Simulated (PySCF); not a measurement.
F2Si, charge -1, multiplicity 2. Atoms are numbered in the order given.

```xyz
3

Si     0.0000     0.0000     0.6380
F      0.0000     1.2832    -0.4962
F      0.0000    -1.2832    -0.4962
```
Charge -1, spin multiplicity 2.

Coordinates come from a PBE-D3(BJ)/def2-TZVPD optimisation. The multiplicity is an assumed one; other spin states were not compared. The isomer is the one that the SMILES or the coordinates give; other isomers of the formula were not compared.

The numbers are results of r2SCAN/def2-TZVPD (PySCF), not measurements.

Mulliken values depend strongly on the basis, most of all with diffuse functions as here. ESP charges are fitted to the potential on shells at 1.4 to 2.0 van der Waals radii. Atomic charges (e):

```csv
atom,ESP fit,Mulliken,meta-Löwdin,Mulliken spin
Si1,-0.71,-0.21,?,0.94
F2,-0.15,-0.40,?,0.03
F3,-0.15,-0.40,?,0.03
```

Problem. Complete the blanks. (Estimate from the structure and the level; the computed values follow.)

Solution. 
- Si1, meta-Löwdin: 0.15
- F2, meta-Löwdin: -0.57
- F3, meta-Löwdin: -0.57
